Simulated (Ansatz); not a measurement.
Compare A (`CO[SiH2]O[SiH3]`) with its isomer B (`C[SiH2][SiH](O)O`).

Computed with Ansatz on PBE0-D4/def2-TZVP structures; ΔE is electronic, products minus reactants. CBS: MP2 limit from def2 TZ/QZ plus the TZ coupled-cluster correction, frozen cores. Functionals use def2-TZVPP. B3LYP here is the variant with VWN-RPA as its local correlation; programs differ in this. Each species was taken in one conformer, which may not be the lowest.

**Question.** Which is lower in electronic energy at CCSD(T)/CBS, and by how much? (Estimate.)

**Answer.** Ansatz gave: A, by 22.4 kJ/mol.

**Question.** Give E(B) − E(A) in kJ/mol with r2SCAN-D4, CCSD(T)/def2-TZVPP, MP2/def2-TZVPP, PBE-D4, PBE0-D4, B2PLYP, B3LYP-D4. (An estimate is asked.)

**Answer.** The calculation gave: r2SCAN-D4 15.8, CCSD(T)/def2-TZVPP 26.6, MP2/def2-TZVPP 26.7, PBE-D4 -3.1, PBE0-D4 5.3, B2PLYP 31.3, B3LYP-D4 29.4. The order is the other way round with PBE-D4.

Largest T1 diagnostic: 0.012.

In def2-TZVPP, CCSD(T) changes the Hartree–Fock value by −40.2 kJ/mol (the triples alone add −4.7 kJ/mol) and MP2 by −40.0 kJ/mol. From PBE to PBE0 (25 % exact exchange), in def2-TZVPP and without D4, E(B) − E(A) moves by +8.4 kJ/mol.
